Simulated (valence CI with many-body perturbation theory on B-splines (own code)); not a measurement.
Questions on Sc

Calculated by valence CI with perturbative core correlation (CI+MBPT): three valence electrons over a frozen Dirac-Fock core [Ar], radial functions for each j: 7 s, 7 p, 8 d, 6 f, 4 g, 1 h, with the one-electron correlation potential Σ1, the two-electron term Σ2, the three-electron term Σ3, Breit, model QED; selected CI, second order for the rest, scaled by the run's own slope (own B-spline code, finite nucleus).

Against 24 measured levels this calculation errs by 270 cm⁻¹ on average and by 558 at most. These come from a selection out of the NIST Handbook of Basic Atomic Spectroscopic Data. Levels without a partner in it may be off by more, other configurations by 1,000 to 4,000 cm⁻¹.

Rates and lifetimes use the calculated energies. Strong lines usually hold to 10 to 20 %, long lifetimes can be off by a factor of two.

(1) What is the ground level?

(2) Among levels below 21161 cm⁻¹, which E1 lines absorb most strongly from the ground level?

(3) Where does the other parity begin?

(4) What are the static dipole polarisabilities of the lowest levels?

(5) Name the longest-lived excited levels whose lifetime is computed, and their main decay.

(6) How well does LS coupling describe the low levels?

(7) How is the term ²D of the ground level split?

## Answers

(1) 3d4s² ²D_3/2, composition 91 % 3d4s² ²D + 4 % 3d4p² ²D, g = 0.799.

(2) to 3d4s4p ²D°_3/2 at 630.3 nm, f = 0.0108; to 3d4s4p ²F°_5/2 at 480.0 nm, f = 0.00616; to 3d4s4p ⁴D°_3/2 at 633.7 nm, f = 0.00312.

(3) At 3d4s4p ⁴F°_3/2, 15475 cm⁻¹.

(4) 3d4s² ²D_3/2 126 (tensor 4.6); 3d4s² ²D_5/2 126 (tensor 6.6) bohr³, of which the core gives 2.13. The recommended value for the atom is 97 ± 10 bohr³ (Schwerdtfeger and Nagle, table of static dipole polarizabilities (2023 update)).

(5) 3d²4s ⁴F_3/2 at 10962 cm⁻¹ lives 21500 s, mostly by E2 to 3d4s² ²D_3/2; 3d4s² ²D_5/2 at 169 cm⁻¹ lives 19100 s, mostly by M1 to 3d4s² ²D_3/2; 3d²4s ⁴F_7/2 at 11053 cm⁻¹ lives 9270 s, mostly by E2 to 3d4s² ²D_5/2. The lifetime of 3d²4s ⁴F_9/2 is too uncertain to give, and may be longer.

(6) Among the lowest 20 levels the leading LS term, summed over configurations, holds 91 % on average. For single configurations the figures are 83 % in LS and 62 % in jj coupling. Terms mix most in the J = 5/2 level at 15795 cm⁻¹, where the leading one holds 68 %.

(7) J = 3/2 at 0.0, J = 5/2 at 169 cm⁻¹.
